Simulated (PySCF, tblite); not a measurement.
Isomers of C2H8F3PSi2. Computed with GFN2-xTB (tblite): harmonic, unscaled wavenumbers at the GFN2-xTB geometry, gas phase. This tight-binding method is rough: wavenumbers can miss measured ones by several per cent, in bad cases by 10 to 20. Modes of hydrogen on phosphorus and silicon can be 10 to 20 % off. One conformer each.

Electronic energies: PBE0/pcSseg-1 single points on the GFN2-xTB geometries (PySCF, gas phase).

```csv
SMILES,"electronic energy, lowest = 0 (kcal/mol)"
CC[Si@H](P)[Si](F)(F)F,0.0
FC(F)(F)C[SiH2]P[SiH3],108.8
FC(F)(F)[SiH2]C[SiH2]P,117.1
C[SiH2][Si@@H](P)C(F)(F)F,116.5
```

Task: How do GFN2-xTB zero-point energies change the relative energies?

Result: 
```tsv
SMILES	ZPE (kcal/mol)	of it from modes above 1550 cm⁻¹	electronic (kcal/mol)	with ZPE, lowest = 0 (kcal/mol)	lowest mode (cm⁻¹)	rings
CC[Si@H](P)[Si](F)(F)F	62.8	31.1	0.0	0.0	9	0
FC(F)(F)C[SiH2]P[SiH3]	57.0	28.1	108.8	103.0	19	0
C[SiH2][Si@@H](P)C(F)(F)F	57.5	29.1	116.5	111.2	18	0
FC(F)(F)[SiH2]C[SiH2]P	56.3	28.1	117.1	110.7	19	0
```

The zero-point energies span 6.5 kcal/mol, from `FC(F)(F)[SiH2]C[SiH2]P` to `CC[Si@H](P)[Si](F)(F)F`. The lowest isomer stays, but the order above it changes.

Task: And how do the electronic energies of GFN2-xTB itself compare?

Result: `CC[Si@H](P)[Si](F)(F)F` 0.0; `FC(F)(F)C[SiH2]P[SiH3]` 94.8; `C[SiH2][Si@@H](P)C(F)(F)F` 118.5; `FC(F)(F)[SiH2]C[SiH2]P` 114.1 kcal/mol, lowest = 0. Against the energies above, taken from the same isomer `CC[Si@H](P)[Si](F)(F)F`, the largest difference is 14.0 kcal/mol.
